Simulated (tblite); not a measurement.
A tight-binding relaxation on `C=C[C@@H](C#N)[Ge@H]([CH3])[NH2]`.

Computed with GFN2-xTB geometry optimisation, gas phase (tblite 0.8.0). Start geometry: from a force field or distance geometry. A driver script takes a list of jobs; this job's settings line and coordinates (Å) are shown.

Command:
```bash
OMP_NUM_THREADS=1 python probes_run.py task.json out
```

Input:
```
{"job": {"kind": "relax", "xc": "GFN2-xTB", "basis": "xTB"}, "charge": 0, "multiplicity": 1}
C      2.950900    -0.610500    -0.241800
C      1.626400    -0.600300    -0.512700
C      0.746200     0.458100     0.004200
C      0.585600     1.481700    -1.072700
N      0.450200     2.283600    -1.891000
Ge    -0.942900    -0.123200     0.715900
C     -1.993200    -1.246400    -0.408800
N     -1.934700     1.433500     1.063500
H      3.357200     0.208700     0.368000
H      3.584800    -1.395400    -0.610600
H      1.162400    -1.403800    -1.109400
H      1.279200     0.956500     0.850600
H     -0.656100    -0.901100     2.057500
H     -1.827500    -1.145000    -1.478100
H     -1.914600    -2.304500    -0.068900
H     -3.075600    -0.973700    -0.218100
H     -1.549900     2.219700     0.479800
H     -1.857000     1.668300     2.061000
```

Output:
```
step      E/eV     max force
  0    -638.65883    2.526
  1    -638.91041    1.581
  2    -638.94813    2.910
  3    -638.98008    1.986
  4    -639.01291    0.556
  5    -639.02908    0.294
  6    -639.06019    0.418
  7    -639.07353    0.331
  8    -639.08385    0.186
  9    -639.09289    0.207
... (101 lines left out)
111    -639.29101    0.015
112    -639.29104    0.016
113    -639.29110    0.019
114    -639.29115    0.016
115    -639.29120    0.016
116    -639.29124    0.014
117    -639.29127    0.011
118    -639.29129    0.013
119    -639.29132    0.011
120    -639.29134    0.008
```

«max force» is the largest atomic force in eV/Å.

**Question.** From which step on does the largest force stay under 0.1 eV/Å, and how much energy is left to gain from there?

**Answer.** From step 81 (0.064 eV/Å), 7.3 meV above the end.

Summary of the converged run: energy lowered by 14.6 kcal/mol over 120 steps; largest atomic force 0.008 eV/Å at the end.

**Question.** Give the final coordinates.

**Answer.** 0.545 Å rms from the input after alignment:
```
atom  x, y, z in Å
C1     2.7663   -0.9467    0.0360
C2     1.7123   -0.4876   -0.6162
C3     0.8924    0.6643   -0.1549
C4     0.4275    1.4719   -1.2328
N5    -0.0147    2.0977   -2.0855
Ge6   -0.8166   -0.0090    0.7888
C7    -1.8535   -1.1589   -0.4270
N8    -1.9085    1.3266    1.3458
H9     3.1101   -0.4926    0.9518
H10    3.3259   -1.7950   -0.3180
H11    1.3816   -0.9544   -1.5351
H12    1.4456    1.2824    0.5577
H13   -0.3440   -0.6937    2.0554
H14   -2.0253   -0.6396   -1.3671
H15   -1.3282   -2.0858   -0.6378
H16   -2.8155   -1.3981    0.0168
H17   -2.4261    1.8100    0.6247
H18   -1.5382    2.0146    1.9856
```

The run took 0.73 s wall on one thread, Arm Neoverse V2 (aarch64), shared host.
Labels such as C1 count atoms from 1, the log's own numbers from 0.
